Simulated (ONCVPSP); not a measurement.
**Reading a pseudo-wave (indium)**

Columns: radius, all-electron u(r) and pseudo u(r) of the 5p shell (level -2.70 eV) of indium in the configuration [Kr] 4d10 5s2 5p1; LDA (Perdew-Wang 92), scalar-relativistic, ONCV scheme, ONCVPSP 4.0.1.

| r (bohr) | all-electron | pseudo |
| --- | --- | --- |
| 0.143 | 0.0227 | 0.0029 |
| 0.285 | 0.1308 | 0.0114 |
| 0.428 | -0.0278 | 0.0259 |
| 0.570 | -0.1768 | 0.0462 |
| 0.713 | -0.2247 | 0.0726 |
| 0.855 | -0.1875 | 0.1044 |
| 0.998 | -0.1022 | 0.1417 |
| 1.140 | 0.0005 | 0.1829 |
| 1.283 | 0.1046 | 0.2276 |
| 1.425 | 0.1997 | 0.2738 |
| 1.568 | 0.2833 | 0.3208 |
| 1.710 | 0.3532 | 0.3664 |
| 1.853 | 0.4108 | 0.4098 |
| 1.995 | 0.4564 | 0.4490 |
| 2.138 | 0.4919 | 0.4834 |
| 2.280 | 0.5182 | 0.5115 |
| 2.423 | 0.5368 | 0.5329 |
| 2.565 | 0.5487 | 0.5471 |
| 2.708 | 0.5550 | 0.5547 |
| 2.850 | 0.5566 | 0.5565 |
| 2.992 | 0.5542 | 0.5542 |
| 3.135 | 0.5486 | 0.5485 |
| 3.278 | 0.5402 | 0.5402 |
| 3.420 | 0.5297 | 0.5297 |
| 3.563 | 0.5174 | 0.5174 |
| 3.705 | 0.5038 | 0.5038 |

How many radial nodes do the two functions have?

The all-electron 5p function has n − l − 1 = 3 (the table is too coarse to show those close to the nucleus); the pseudo-wave has 0, since the states of the same l below it are removed with the core.

At about which radius was the pseudo-wave matched?

2.85 bohr, where the columns begin to agree (steps of 0.14 bohr).

Is the pseudo-wave norm-conserving?

Yes: the ONCV scheme keeps the norm inside the radius equal to the all-electron one, which fixes the energy derivative of the logarithmic derivative at the level.
